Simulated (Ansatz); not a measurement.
Ge(CF3)H3 (CH₃F₃Ge). Charge 0, multiplicity 1. Geometry PBE0-D4/def2-SVP.

```xyz
8

Ge   -0.0449    0.1276    1.0000
C     0.0440   -0.1248   -0.9773
F     0.8738    0.7574   -1.5489
F    -1.1580    0.0311   -1.5472
F     0.4815   -1.3494   -1.2978
H    -1.0698   -0.8726    1.5471
H    -0.4817    1.5738    1.2610
H     1.3551   -0.1431    1.5630
```

**Question.** Estimate the orbital energies around the gap (eV) in Ansatz with PBE-D4/def2-SVP, PBE-D4/def2-TZVP, r2SCAN-D4/def2-TZVP, PBE0-D4/def2-TZVP, BHLYP-D4/def2-TZVP.

**Answer.** 
```tsv
orbital	PBE-D4/def2-SVP	PBE-D4/def2-TZVP	r2SCAN-D4/def2-TZVP	PBE0-D4/def2-TZVP	BHLYP-D4/def2-TZVP
HOMO−9	-14.26	-14.57	-15.12	-16.72	-18.76
HOMO−8	-12.47	-12.66	-13.20	-14.63	-16.52
HOMO−7	-10.89	-11.21	-11.75	-13.42	-15.60
HOMO−6	-10.89	-11.21	-11.75	-13.42	-15.60
HOMO−5	-9.99	-10.29	-10.81	-12.42	-14.54
HOMO−4	-9.99	-10.29	-10.81	-12.42	-14.54
HOMO−3	-9.27	-9.60	-10.14	-11.79	-13.96
HOMO−2	-8.71	-8.84	-9.24	-10.24	-11.57
HOMO−1	-8.71	-8.84	-9.24	-10.24	-11.57
HOMO	-7.61	-7.83	-8.18	-9.35	-10.84
LUMO	-0.16	-0.32	0.00	0.49	1.25
LUMO+1	0.47	0.04	0.52	0.95	1.71
LUMO+2	0.47	0.22	0.57	1.10	1.96
LUMO+3	0.73	0.22	0.57	1.10	1.96
LUMO+4	3.31	2.31	2.81	3.33	4.30
LUMO+5	3.31	2.31	2.81	3.34	4.30
```
